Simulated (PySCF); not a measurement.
Simulated Cl 2p region for `[NH2][GeH2][Cl]`, binding energy against the vacuum level.

Every computed line was given a Gaussian of 0.5 eV full width at half maximum and an area set by the number of equivalent atoms (split 2:1 within a doublet); the highest printed point is 100. Computed, not measured: delta-SCF UKS SCAN, pcX-2 on the ionised atom, pcseg-1 elsewhere, spin-free X2C in PySCF.

binding energy (eV), intensity and a bar:
```
    204.6          1 
    204.7          3 #
    204.8          8 ##
    204.9         21 ######
    205.0         43 #############
    205.1         72 #####################
    205.2         95 ############################
    205.3        100 ##############################
    205.4         85 #########################
    205.5         57 #################
    205.6         31 #########
    205.7         14 ####
    205.8          5 #
    205.9          1 
    206.0          0 
    206.1          0 
    206.2          0 
    206.3          1 
    206.4          2 #
    206.5          7 ##
    206.6         15 #####
    206.7         28 ########
    206.8         42 #############
    206.9         50 ###############
    207.0         48 ##############
    207.1         36 ###########
    207.2         22 #######
    207.3         11 ###
    207.4          4 #
    207.5          1 
    207.6          0
```

Q: How many maxima does the curve show, and how many computed lines lie under it?

A: The curve has 2 maxima (at 205.3 and 206.9 eV). Under it lie 2 lines from 1 inequivalent chlorine site, drawn as a 2p3/2, 2p1/2 pair.

Q: Decompose the envelope and assign each component. Numbering: `[NH2:1][GeH2:2][Cl:3]`.

A: 
```tsv
position (eV)	relative area	line	atoms	environment
205.28	0.67	Cl 2p3/2	Cl3	chlorine bonded to Ge
206.93	0.33	Cl 2p1/2	Cl3	chlorine bonded to Ge
```

The curve has no shake-up lines and no vibrational structure. 2p3/2 and 2p1/2 are the ΔSCF energy of one spin-free 2p hole plus the eigenvalues of a spin–orbit and ligand-field matrix of the shell. 2p1/2 minus 2p3/2 (ligand field included): Cl 1.65 eV. The structure is a single PBE0-D3(BJ)/def2-SVP conformer in the gas phase; no vibrational or solvent corrections.

The values belong to the conformer `[NH2:1][GeH2:2][Cl:3]`: H–N1–Ge2–Cl3 64°, H–N1–Ge2–Cl3 -63°.
